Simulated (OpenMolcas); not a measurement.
# neutral hafnium: effect of correlating more closed shells

```yaml
Program: OpenMolcas
Basis: ANO-RCC-VTZP [8s7p5d3f2g1h]
Scalar_Hamiltonian: DKH2, point nucleus
Active_space: 4 electrons in 6 orbitals (5d 6s)
State_averaging: 2S+1 = 3 even, 55 roots; 2S+1 = 5 even, 10 roots kept (CI in the orbitals of an earlier block); 2S+1 = 1 even, 50 roots kept (CI in the orbitals of an earlier block)
Spin-orbit_coupling: state interaction with AMFI integrals over the reference wave functions, term energies averaged over their components
```

Methods on the same reference wave functions:
A. CASSCF
B. MS-CASPT2, IPEA 0.25 Eh, imaginary shift 0.1 Eh (closed shells correlated: none)
C. MS-CASPT2, IPEA 0.25 Eh, imaginary shift 0.1 Eh (closed shells correlated: 5s 5p)

Energies in cm-1 above 5d2 6s2 3F2, the measured ground level; measured values from NIST Handbook of Basic Atomic Spectroscopic Data.

```tsv
Level	A	B	C	Measured
5d2 6s2 3F2	0.0	0.0	0.0	0.0
5d2 6s2 3F3	2190	2420	2440	2357
5d2 6s2 3P0	3898	4300	3900	5522
5d2 6s2 3F4	4309	4560	4570	4568
5d2 6s2 3P1	4732	5420	4990	6573
5d3 6s 5F1	7564	12780	12690	
5d3 6s 5F2	8255	13510	13420	
5d3 6s 5F3	9267	14560	14460	
5d3 6s 5F4	10482	15800	15700	
5d2 6s2 1G4	11098	10730	10400	10533
5d3 6s 5F5	11825	17070	16970	
5d3 6s 5P1	16900	20810	20640	
5d3 6s 5P2	17390	20950	20830	
5d3 6s 5P3	18446	22560	22380	
5d3 6s 3G3 [72 %]	20504	22800	22860	
5d3 6s 3G4	20849	23310	23360	
5d3 6s 3G5 [70 %]	21757	24350	24380	
5d3 6s 3F2(1) [74 %]	22784	23010	23250	
5d3 6s 3D1 [69 %]	23467	23840	24110	
5d3 6s 3H4 [55 %]	24033	26330	26370	
5d3 6s 3F3(1) [60 %]	24510	25120	25340	
5d3 6s 3D2 [60 %]	24832	25220	25470	
5d3 6s 3H6	25091	27900	27830	
5d3 6s 3H5	25156	27900	27860
```

Deviations, from unrounded energies. A percentage is the sum of absolute deviations over the sum of measured energies, with the sign that they share, or ± where signs differ.

```json
{"Against measurement": "mean absolute deviation (cm-1)", "Levels": "5", "A": "890", "B": "530", "C": "690"}
{"Against measurement": "fine structure of the ground term (%)", "Levels": "2", "A": "-6.1", "B": "±1.1", "C": "±1.3"}
{"Against measurement": "other terms of the ground configuration (%)", "Levels": "3", "A": "±17.8", "B": "±11.4", "C": "-14.8"}
```

B lies closest to measurement on these levels and A furthest from it. The largest miss of B in the table is 5d2 6s2 3P0, by -1200 cm-1. The ranking rests on the paired levels alone, and a cruder setting can come out closer through cancelling errors.

Between B and C the level of the table that moves most is 5d2 6s2 3P1, by 430 cm-1 (lowest in C, highest in B). Moves below CASPT2's spread within the term are not significant.

The mean deviations of B to C differ by less than CASPT2's widest spread within a term (1100 cm-1), so their order carries little weight.

From A to B the spin-free energies of the other terms of 5d2 6s2 shown, above 3F, scale by factors of 0.92 to 1.15.

The lowest spin-free term lies below A's lowest term by 0.050 hartree in B, 0.283 hartree in C.

What an inner shell adds also hangs on whether the basis holds functions to correlate it.

CASPT2 breaks the degeneracy within a term, and the mean is taken; among the terms shown or strongly mixed into the levels shown the widest spread is 1100 cm-1 (5d2 6s2 3F, C). Over all roots computed the reference weight is 0.89 to 0.98 in B, 0.85 to 0.94 in C; the roots of lowest weight are the least certain, and an intruder state may touch them. Terms from blocks run as CI alone lack orbitals of their own. A single d shell beside an s shell can misplace configurations of different d count against each other. The CASPT2 spread within a term exceeds the gap to the next term for 5d3 6s 3D and 5d3 6s 3F(1), 5d3 6s 3P(1) and 5d3 6s 3H, so the order of their levels is uncertain, and so are names and mixing where such terms share a J (figures for B; the like holds for C). Without dynamic correlation excited terms often stand tens of per cent too high (terms of higher spin than the ground term too low), and those without a measured partner can miss by more than the paired ones (holds for A). Some terms miss by over 15 % even with CASPT2, which points to a basis or an active space too small for the shells correlated (holds for B; C). Computed and measured levels are paired by configuration, term and J; levels that our copy of the source lacks, or whose pairing is in doubt (as where it misses far off the trend of its configuration), stay unpaired and out of the deviations. Levels of configurations outside the active space are missing. Levels that lie high or do not pair safely by name in every column are left out.

A share in square brackets marks a mixed level and gives the weight of the term that names it, the lowest over the columns. A number in round brackets counts repeated terms of one configuration in the order of the reference energies.
